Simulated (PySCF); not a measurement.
**From computed data to an observable: oscillator strength and radiative lifetime**

CH6ClFOSi2, SMILES F[SiH2][Si@](O)(Cl)C.

The structure is a stationary point at B3LYP-D3(BJ)/def2-SVP. The structure was generated by enumeration; whether it is a known compound was not checked. The values are those of a single conformer.

PySCF 2.14.0 with TDDFT-B3LYP/def2-SVPD puts the first singlet state with f over 0.02 at 6.60 eV (vertical), with the transition dipole (-0.179, 0.116, -0.329) in atomic units.

Task: Find the oscillator strength, the wavelength and the radiative lifetime that this transition would have in vacuum if emission retraced absorption.

Result: 
|μ|² = 0.1537 au, so |μ| = 1.00 D. ΔE = 6.60/27.211 = 0.2425 hartree. f = (2/3) ΔE |μ|² = 0.025 (the program prints 0.025).
λ = 1239.84/6.60 = 188 nm; ν = 53233 cm⁻¹.
Einstein's coefficient A = 0.6670 ν² f s⁻¹ (ν in cm⁻¹) = 4.7e7 s⁻¹, so τ = 1/A = 21 ns. This state is S2; the lower singlet has f = 0.018. The figure is the radiative limit of this one transition; relaxation, internal conversion, crossing to triplets and a medium change what is measured.
